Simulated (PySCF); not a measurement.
Al(Br)(Me)(OH) (CH₄AlBrO), SMILES [CH3][Al]([OH])[Br].

Geometry optimised at PBE-D3(BJ)/def2-SVP. The structure was generated by enumeration; whether it is a known compound was not checked. The values are those of a single conformer.

Level of theory: PBE-D3(BJ)/def2-SVP run with PySCF.

Frequencies are harmonic and unscaled.

| mode | ν (cm⁻¹) | IR (km/mol) | moving atoms (share of kinetic energy) |
|---|---|---|---|
| 1 | 35 | 0.2 | H 98 % |
| 2 | 137 | 3.8 | C 35 %, H 24 %, Al 18 %, Br 12 %, O 10 % |
| 3 | 183 | 11.7 | O 52 %, H 18 %, Br 15 %, C 9 % |
| 4 | 191 | 9.2 | Al 62 %, H 19 %, O 12 % |
| 5 | 363 | 28.7 | Al 41 %, Br 26 %, C 14 %, O 12 % |
| 6 | 388 | 133.6 | H 88 %, O 11 % |
| 7 | 587 | 123.9 | H 79 %, O 14 % |
| 8 | 635 | 30.7 | C 35 %, H 29 %, Al 24 %, O 11 % |
| 9 | 649 | 30.4 | H 76 %, C 18 % |
| 10 | 697 | 190.9 | H 60 %, C 20 %, Al 17 % |
| 11 | 864 | 84.7 | Al 45 %, O 44 %, H 10 % |
| 12 | 1163 | 16.7 | H 79 %, C 21 % |
| 13 | 1375 | 3.3 | H 95 % |
| 14 | 1375 | 1.5 | H 96 % |
| 15 | 2976 | 0.7 | H 97 % |
| 16 | 3071 | 1.0 | H 91 %, C 9 % |
| 17 | 3088 | 1.6 | H 91 %, C 9 % |
| 18 | 3807 | 78.8 | H 94 % |
